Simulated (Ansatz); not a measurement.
Mulliken charges of `Cl[SiH]1C[Se]1` from PBE/def2-TZVPP in Ansatz (PBE0-D4/def2-TZVP geometry).

| atom | x (Å) | y (Å) | z (Å) | charge (e) |
| --- | --- | --- | --- | --- |
| Cl1 | 0.882 | -1.760 | -1.604 | -0.189 |
| Si2 | 0.014 | -0.864 | 0.008 | 0.350 |
| C3 | -0.193 | 0.952 | -0.006 | -0.270 |
| Se4 | 1.201 | 0.400 | 1.373 | -0.122 |
| H5 | -1.036 | -1.750 | 0.540 | -0.038 |
| H6 | 0.250 | 1.533 | -0.809 | 0.135 |
| H7 | -1.057 | 1.421 | 0.453 | 0.134 |

Task: By hand: the dipole of these point charges (1 e Å = 4.8032 D).

Result: Σ q r = (-0.325, 0.188, 0.071) e Å, of length 0.382 e Å = 1.83 D.

Task: How does the dipole of the full density compare? (An estimate is asked.)

Result: Computed: (-0.268, 0.080, -0.057) e Å, 1.37 D; the point charges give 1.34 times that, at 26° from its direction.

Point charges leave out the atoms' own dipoles, such as those of lone pairs, and Mulliken's split depends on the basis, so the two needn't agree.
